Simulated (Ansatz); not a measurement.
```yaml
atoms:
  - { symbol: Cu, position_ang: [0.0320, -0.0343, -1.0988] }
  - { symbol: Cu, position_ang: [-0.0172, 0.0427, 1.1356] }
```

Basis set: 6-31G* (spherical functions). Frozen core: 10 orbitals. Charge 0, multiplicity 1.

Computed with Ansatz (development build ahead of 0.2.0); each method stands on the lowest determinant of its kind that the runs found. Restricted open shells among the atoms or ions are ROHF, correlated in semicanonical orbitals with singles.

The atomization energy at this shape (free ground-state atoms in the same class of orbitals less the molecule, no zero-point energy) of singlet Cu2:

| method | atomization energy |
| --- | --- |
| RHF-MP2 | 2.44 eV |

(1) What does RHF give?

Answers

(1) -2.33 eV. Caution: the shape is not the minimum. Caution for RHF: the molecule lies well above its atoms at this level.
